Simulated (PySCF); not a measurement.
# Spin states and ions at one geometry of [Ta(SH)4]+

PySCF 2.14.0, RKS PBE0, Ta def2-SVP with ECP60, S def2-SVP, H def2-SVP; non-relativistic Hamiltonian with scalar-relativistic core potentials where named; density fitting; no spin-orbit coupling; singlets restricted, open shells unrestricted. The geometry is relaxed for charge +1, singlet, vacuum (a saddle point, kept by symmetry):

```xyz
9

Ta    0.0000    0.0000    0.0018
S     2.2375    0.4235    0.6607
H     2.6262   -0.6866    1.3315
S    -0.4235    2.2375    0.6607
H     0.6866    2.6262    1.3315
S    -2.2375   -0.4235    0.6607
H    -2.6262    0.6866    1.3315
S     0.4235   -2.2375    0.6607
H    -0.6866   -2.6262    1.3315
```

Energies count from the relaxed state; an electron taken off or put on is at rest in vacuum. Charges and spins are Mulliken's.

```json
{"state": "charge +1, singlet, vacuum", "energy (eV)": "0.00", "spin squared": "0.00", "charge on Ta1 (e)": "0.84", "spin on Ta1 (e)": "0.00", "dipole about the centre of mass (D)": "0.08"}
{"state": "charge +1, triplet, vacuum", "energy (eV)": "1.72", "spin squared": "2.02", "charge on Ta1 (e)": "0.73", "spin on Ta1 (e)": "1.05", "dipole about the centre of mass (D)": "1.99"}
{"state": "charge 0, doublet, vacuum", "energy (eV)": "-7.84", "spin squared": "0.76", "charge on Ta1 (e)": "0.59", "spin on Ta1 (e)": "1.18", "dipole about the centre of mass (D)": "0.77"}
```

Question: What does the state charge +2, doublet, vacuum give?

Answer: energy (eV) 14.02, spin squared 0.87, charge on Ta1 (e) 0.96, spin on Ta1 (e) -0.49, dipole about the centre of mass (D) 1.44.

With an electron taken off (doublet) the charges change, summed by element, by Ta +0.13 e, S +0.67 e, H +0.21 e. The vertical ionisation energy is 14.02 eV, against −ε(HOMO) = 12.32 eV of the relaxed state. The level lies 1.7 eV too high, as is usual for semilocal functionals and global hybrids, which keep a self-interaction error.

With an electron put on (doublet) the charges change, summed by element, by Ta -0.25 e, S -0.57 e, H -0.19 e. The vertical electron affinity is 7.84 eV, against −ε(LUMO) = 9.10 eV of the relaxed state.

Open shells may have lower solutions than those found.
